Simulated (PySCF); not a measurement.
# $^{29}$Si chemical shifts

Theory: PBE0/pcSseg-1 with gauge-including orbitals, geometry: GFN2-xTB, in PySCF 2.14 (one computed conformer, fast rotation and ring inversion assumed for equivalent nuclei, isolated molecule, non-relativistic Hamiltonian).

Shieldings were converted by a linear fit to measured shifts: $^{29}$Si (scatter 8.9 ppm rms, 25.8 ppm with the 6 outliers that the fit left out vs TMS, solution or neat liquid). A few per cent of atoms miss by over 2 rms, more outside the fitted compound classes.

Task: Give the $^{29}$Si shifts of `CO[SiH2]C([SiH3])([SiH3])C=O`, `C=CCn1nc(C)c([SiH3])n1`.

Result: 
```tsv
compound	environment	δ (ppm)
[CH3:1][O:2][SiH2:3][C:4]([SiH3:5])([SiH3:6])[CH:7]=[O:8]	Si3: silicon bonded to C, O, 2 H	-22.3
[CH3:1][O:2][SiH2:3][C:4]([SiH3:5])([SiH3:6])[CH:7]=[O:8]	Si5/6: silicon bonded to C, 3 H (×2)	-64.9
C=CCn1nc(C)c([SiH3])n1	silicon bonded to C, 3 H	-78.3
```

Task: Match the shifts -10.1, -65.2, -82.2 ppm to `CCS[C@@H]1C[Si@@H]1SC`, `C/C(CS)=N\[SiH3]`, `C[Si](C)(C)c1nccnn1`.

Result: -10.1: C[Si](C)(C)c1nccnn1 (silicon bonded to 4 C); -65.2: C/C(CS)=N\[SiH3] (silicon bonded to N, 3 H); -82.2: CCS[C@@H]1C[Si@@H]1SC (silicon bonded to 2 C, S, H, in a 3-membered ring).
